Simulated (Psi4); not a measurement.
Cl$_{2}$Pb, charge -1, doublet, geometry from GFN2-xTB (such geometries of metal compounds can be far from the true shape) (a state made from the parent by changing its charge; the spin is typed, not shown lowest) (core potentials on Pb) (a gas-phase anion, which may not be bound at this level), with bond 2-1 at 1.3 times its length; HF/def2-SVP run with Psi4.

Psi4 was given this input:
```
memory 2 GB

molecule mol {
-1 2
Pb    0.007043   -0.010256    0.425939
Cl    1.920591    2.191465   -1.443467
Cl   -1.512976   -1.633907   -1.042464
}

set {
  basis def2-svp
  reference uhf
  guess sap
}

energy('scf')
print_variables()
```

It wrote (shortened):

```
   => Loading Basis Set <=

    Name: DEF2-SVP
    Role: ORBITAL
    Keyword: BASIS

    !!!  WARNING: ECP capability is in beta. Please check occupations closely.  !!!

         ---------------------------------------------------------
                                   SCF
               by Justin Turney, Rob Parrish, Andy Simmonett
                          and Daniel G. A. Smith
                              UHF Reference
         ---------------------------------------------------------

  ==> Geometry <==

    Molecular point group: cs
    Full point group: Cs

    Geometry (in Angstrom), charge = -1, multiplicity = 2:

       Center              X                  Y                   Z               Mass
    ------------   -----------------  -----------------  -----------------  -----------------
         PB           0.087178584927    -0.420152548902     0.000000000000   207.976652500000
         CL          -2.829398489480     1.450007410039     0.000000000000    34.968852682000
         CL           2.310905348520     1.048842679630     0.000000000000    34.968852682000

  Running in cs symmetry.

  Rotational constants: A =      0.12442  B =      0.03501  C =      0.02732 [cm^-1]
  Rotational constants: A =   3730.13625  B =   1049.62227  C =    819.12801 [MHz]
  Nuclear repulsion =  161.044370987218713

  Charge       = -1
  Multiplicity = 2
  Electrons    = 57
  Nalpha       = 29
  Nbeta        = 28

  ==> Algorithm <==

  SCF Algorithm Type is DF.
  DIIS enabled.
  MOM disabled.
  Fractional occupation disabled.
  Guess Type is SAP.
  Energy threshold   = 1.00e-06
  Density threshold  = 1.00e-06
  Integral threshold = 1.00e-12

  ==> Primary Basis <==

  Basis Set: DEF2-SVP
    Blend: DEF2-SVP
    Number of shells: 26
    Number of basis functions: 62
    Number of Cartesian functions: 66
    Spherical Harmonics?: true
    Max angular momentum: 2

  Core potential: DEF2-SVP
    Number of shells: 4
    Number of ECP primitives: 18
    Number of ECP core electrons: 60
    Max angular momentum: 3

   => Loading Basis Set <=

    Name: (DEF2-SVP AUX)
    Role: JKFIT
    Keyword: DF_BASIS_SCF

  ==> Integral Setup <==

  SCF_SUBTYPE=INCORE selected. In-core MEM_DF algorithm will be used.
  Using in-core AOs.

  ==> MemDFJK: Density-Fitted J/K Matrices <==

    J tasked:                   Yes
    K tasked:                   Yes
    wK tasked:                   No
    Algorithm:                 Core
    Schwarz Cutoff:           1E-12
    Mask sparsity (%):       9.8855
    Fitting Condition:        1E-10

   => Auxiliary Basis Set <=

  Basis Set: (DEF2-SVP AUX)
    Blend: DEF2-UNIVERSAL-JKFIT
    Number of shells: 129
    Number of basis functions: 507
    Number of Cartesian functions: 671
    Spherical Harmonics?: true
    Max angular momentum: 6

  Minimum eigenvalue in the overlap matrix is 3.4209753251E-02.
  Reciprocal condition number of the overlap matrix is 1.1492120111E-02.
    Using symmetric orthogonalization.

  ==> Pre-Iterations <==

  SCF Guess: Superposition of Atomic Potentials (doi:10.1021/acs.jctc.8b01089).

  ==> SAP guess <==

   => Molecular Quadrature <=

    Radial Scheme          =       TREUTLER
    Pruning Scheme         =           NONE
    Nuclear Scheme         =       TREUTLER

    Blocking Scheme        =         OCTREE
    BS radius alpha        =              1
    Pruning alpha          =              1
    Radial Points          =             75
    Spherical Points       =            302
    Total Points           =          63336
    Total Blocks           =            578
    Max Points             =            256
    Max Functions          =             57
    Weights Tolerance      =       1.00E-15

   -------------------------------------------------------
    Irrep   Nso     Nmo     Nalpha   Nbeta   Ndocc  Nsocc
   -------------------------------------------------------
     A'        44      44      22      22      22       0
[...]
    Total      62      62      29      28      28       1
   -------------------------------------------------------

  ==> Iterations <==

                           Total Energy        Delta E     RMS |[F,P]|

    Occupation by irrep:
             Ap   App
    DOCC [    21,    7 ]
    SOCC [     0,    1 ]
    NA   [    21,    8 ]
    NB   [    21,    7 ]

   @DF-UHF iter   1:  -886.40488659061316   -8.86405e+02   5.63298e-01 ADIIS
    Occupation by irrep:
             Ap   App
    DOCC [    21,    7 ]
    SOCC [     1,    0 ]
    NA   [    22,    7 ]
    NB   [    21,    7 ]

   @DF-UHF iter   2: -1107.01063366203289   -2.20606e+02   3.91939e-02 ADIIS/DIIS
   @DF-UHF iter   3: -1107.24724669725720   -2.36613e-01   4.12720e-02 ADIIS/DIIS
   @DF-UHF iter   4: -1110.56448833258219   -3.31724e+00   6.53916e-03 ADIIS/DIIS
   @DF-UHF iter   5: -1110.62604813896201   -6.15598e-02   2.03824e-03 ADIIS/DIIS
   @DF-UHF iter   6: -1110.63550069240864   -9.45255e-03   5.13706e-04 ADIIS/DIIS
   @DF-UHF iter   7: -1110.63661593471761   -1.11524e-03   2.04846e-04 ADIIS/DIIS
   @DF-UHF iter   8: -1110.63690199411485   -2.86059e-04   9.65573e-05 DIIS
   @DF-UHF iter   9: -1110.63699706866396   -9.50745e-05   5.34370e-05 DIIS
   @DF-UHF iter  10: -1110.63704282619142   -4.57575e-05   3.29776e-05 DIIS
   @DF-UHF iter  11: -1110.63706889141827   -2.60652e-05   1.71094e-05 DIIS
   @DF-UHF iter  12: -1110.63707665238667   -7.76097e-06   6.46218e-06 DIIS
   @DF-UHF iter  13: -1110.63707743317764   -7.80791e-07   2.42584e-06 DIIS
   @DF-UHF iter  14: -1110.63707750270964   -6.95320e-08   9.97042e-07 DIIS
  Energy and wave function converged.

  ==> Post-Iterations <==

   @Spin Contamination Metric:   8.744400884E-03
   @S^2 Expected:                7.500000000E-01
   @S^2 Observed:                7.587444009E-01
   @S   Expected:                5.000000000E-01
   @S   Observed:                5.000000000E-01

    Orbital Energies [Eh]
    ---------------------

    Alpha Occupied:

[...]
    Alpha Virtual:

[...]
    Beta Occupied:

[...]
      21Ap    -0.142466

    Beta Virtual:

[...]
      44Ap    56.621461

    Final Occupation by Irrep:
             Ap   App
    DOCC [    21,    7 ]
    SOCC [     1,    0 ]
    NA   [    22,    7 ]
    NB   [    21,    7 ]

  @DF-UHF Final Energy: -1110.63707750270964

   => Energetics <=

    Nuclear Repulsion Energy =            161.0443709872187128
    One-Electron Energy =               -1940.4777406614225583
    Two-Electron Energy =                 668.7962921714942013
    Total Energy =                      -1110.6370775027094169

  UHF NO Occupations:
  HONO-2 :   20 Ap 1.9993717
  HONO-1 :   21 Ap 1.9967890
  HONO-0 :   22 Ap 1.0000000
  LUNO+0 :   23 Ap 0.0032110
  LUNO+1 :   24 Ap 0.0006283
  LUNO+2 :   25 Ap 0.0001719
  LUNO+3 :    8App 0.0001565

Computation Completed

Properties will be evaluated at   0.000000,   0.000000,   0.000000 [a0]

Properties computed using the SCF density matrix

 Multipole Moments:

 ------------------------------------------------------------------------------------
     Multipole            Electronic (a.u.)      Nuclear  (a.u.)        Total (a.u.)
 ------------------------------------------------------------------------------------

 L = 1.  Multiply by 2.5417464519 to convert [e a0] to [Debye]
 Dipole X            :         15.0312535          -13.0324103            1.9988432
 Dipole Y            :        -66.0180015           62.8090076           -3.2089939
 Dipole Z            :          0.0000000            0.0000000            0.0000000
 Magnitude           :                                                    3.7806105

 ------------------------------------------------------------------------------------

  Variable Map:
  ----------------------------------------------------------------------------
[...]
  Array Variable Map:
  ----------------------------------------------------------------------------
[...]
[...]
```
